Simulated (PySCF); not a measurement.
**Computed structure and properties of [La(SH)2]+**

System: [La(SH)2]+ (singlet); start: template (C2). Method: PySCF 2.14.0, RKS PBE0, La def2-SVP with ECP46, S def2-SVP, H def2-SVP; non-relativistic Hamiltonian with scalar-relativistic core potentials where named; density fitting; no spin-orbit coupling.

Input of the relaxation:

```python
mol = gto.M(atom='''
La     0.00000     0.00000    -0.35989
S      2.56670    -0.00000     0.78881
H      3.38080    -0.33650    -0.22259
S     -2.56670     0.00000     0.78881
H     -3.38080     0.33650    -0.22259''',
    basis={'La': 'def2-SVP', 'S': 'def2-SVP', 'H': 'def2-SVP'},
    ecp={'La': 'def2-SVP'},
    charge=1, spin=0)
mf = dft.RKS(mol, xc='PBE0')
mf.grids.atom_grid = (50, 194)  # f atoms: unpruned, at least (60, 302)
mf = mf.density_fit()  # fitting sets: La def2-universal-JKFIT, S def2-universal-JKFIT, H def2-universal-JKFIT
mf.conv_tol = 1e-08; mf.max_cycle = 55
mf.kernel(dm0)  # dm0: converged density of the start geometry
# quasi-Newton relaxation in Cartesian coordinates to a largest gradient under 0.00045 Eh/bohr, steps kept in the point group
```

Run from Python with OMP_NUM_THREADS=2; the lines above give its settings. Where DIIS fails, smearing, a level shift and second-order steps follow.
It took 12 s on 2 threads of AMD EPYC 9R45 96-Core Processor (Zen 5) (shared host), from the converged density of the start.

Course of the relaxation:

```tsv
step	energy above end (eV)	largest force component within the symmetry (eV/Å)
0	0.6358	1.663
1	0.3728	0.881
2	0.1424	0.506
3	0.0590	0.402
4	0.0115	0.107
5	0.0047	0.209
6	0.0016	0.124
7	0.0002	0.010
8	0.0001	0.020
9	0.0000	0.020
```

Relaxed geometry (C2v):

```xyz
5

La    0.0000    0.0000   -0.8236
S     1.9780   -0.1138    0.8737
H     2.9457   -0.2082   -0.0756
S    -1.9780    0.1138    0.8737
H    -2.9457    0.2082   -0.0756
```

```csv
contact,Å
La1–S2 (SH),2.609
La1–S4 (SH),2.609
```

On the finer grid (75, 302):

```json
{
  "HOMO": "-11.84 eV",
  "LUMO": "-7.02 eV",
  "Dipole about the centre of mass": "8.09 D",
  "Set of Mulliken populations of La1 outside the core potential": "s 2.21, p 6.11, d 1.47, f 0.09",
  "D3(BJ) dispersion energy (not in the energies)": "-0.152 eV"
}
```

```tsv
atom	Mulliken (e)	Löwdin (e)	spin (e)
La1	1.12	0.60	0.00
S2	-0.19	0.16	0.00
H3	0.13	0.04	0.00
S4	-0.19	0.16	0.00
H5	0.13	0.04	0.00
```

On the grid (50, 194), as all that follows. Harmonic modes: a minimum within the noise of the softest modes; lowest 53 cm⁻¹ (negative: unstable), highest 2663 cm⁻¹, zero-point energy 0.441 eV.

Taking off one SH (charge -1, singlet; the rest: singlet) in vacuum, both parts rigid, costs 13.75 eV; the small basis without counterpoise inflates it. Most of it is the attraction of opposite charges; other ways to part are cheaper, and one spin state was tried for the rest.

Rigid scan of SH along the line from its metal:

```json
{"distance to S2 (Å)": "2.31", "energy (eV)": "0.783"}
{"distance to S2 (Å)": "2.41", "energy (eV)": "0.306"}
{"distance to S2 (Å)": "2.51", "energy (eV)": "0.068"}
{"distance to S2 (Å)": "2.61", "energy (eV)": "0.000"}
{"distance to S2 (Å)": "2.71", "energy (eV)": "0.054"}
{"distance to S2 (Å)": "2.81", "energy (eV)": "0.191"}
{"distance to S2 (Å)": "3.01", "energy (eV)": "0.618"}
{"distance to S2 (Å)": "3.31", "energy (eV)": "1.407"}
{"distance to S2 (Å)": "3.71", "energy (eV)": "2.435"}
{"distance to S2 (Å)": "4.21", "energy (eV)": "3.467"}
```

One start shape was tried, so this needn't be the lowest isomer.
